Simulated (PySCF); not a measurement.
Si(H)(Me)2(OH) (C₂H₈OSi), SMILES C[SiH](C)O. Atoms are numbered in the order given.

```xyz
12

Si     0.3662    -0.0749     0.0000
C     -0.2058     0.8426     1.5399
C     -0.2058     0.8426    -1.5399
O     -0.1777    -1.6628     0.0000
H      1.8496    -0.1968     0.0000
H     -1.3043     0.9431     1.5641
H      0.1070     0.3150     2.4552
H      0.2208     1.8592     1.5707
H      0.1070     0.3150    -2.4552
H     -1.3043     0.9431    -1.5641
H      0.2208     1.8592    -1.5707
H     -1.1320    -1.7983     0.0000
```
Charge 0, spin multiplicity 1.

The structure is a stationary point at B3LYP-D3(BJ)/def2-SVP. One conformer was computed; it need not be the lowest.

Level of theory: B3LYP-D3(BJ)/def2-SVP in PySCF 2.14.0.

Frequencies are harmonic and unscaled.

### Question
List the normal modes with their intensities. (Estimate from the structure and the level; the computed values follow.)

### Answer

| mode | ν (cm⁻¹) | IR (km/mol) | moving atoms (share of kinetic energy) |
|---|---|---|---|
| 1 | 142 | 47.5 | H 92 % |
| 2 | 158 | 33.0 | H 97 % |
| 3 | 168 | 0.1 | H 96 % |
| 4 | 204 | 0.8 | C 42 %, H 39 %, Si 11 % |
| 5 | 264 | 53.0 | O 49 %, H 27 %, C 15 %, Si 10 % |
| 6 | 269 | 10.8 | H 37 %, Si 35 %, O 15 %, C 13 % |
| 7 | 615 | 8.1 | H 93 % |
| 8 | 633 | 2.6 | C 57 %, H 26 %, Si 10 % |
| 9 | 685 | 4.2 | H 49 %, C 37 %, Si 13 % |
| 10 | 716 | 45.8 | H 87 %, C 9 % |
| 11 | 769 | 69.4 | H 50 %, C 26 %, Si 23 % |
| 12 | 797 | 81.6 | H 47 %, O 36 %, C 12 % |
| 13 | 862 | 79.2 | H 59 %, C 19 %, Si 14 % |
| 14 | 885 | 72.1 | H 73 %, O 17 %, Si 9 % |
| 15 | 907 | 163.0 | H 79 %, Si 11 %, C 10 % |
| 16 | 940 | 197.0 | H 51 %, Si 31 %, O 9 %, C 9 % |
| 17 | 1269 | 37.6 | H 77 %, C 22 % |
| 18 | 1274 | 20.8 | H 79 %, C 21 % |
| 19 | 1429 | 0.7 | H 96 % |
| 20 | 1430 | 0.2 | H 95 % |
| 21 | 1436 | 2.5 | H 96 % |
| 22 | 1443 | 6.9 | H 96 % |
| 23 | 2236 | 152.3 | H 97 % |
| 24 | 3021 | 3.2 | H 97 % |
| 25 | 3023 | 4.3 | H 97 % |
| 26 | 3105 | 0.0 | H 91 %, C 9 % |
| 27 | 3108 | 20.4 | H 91 %, C 9 % |
| 28 | 3120 | 9.2 | H 91 %, C 9 % |
| 29 | 3120 | 5.4 | H 91 %, C 9 % |
| 30 | 3876 | 64.2 | H 94 % |
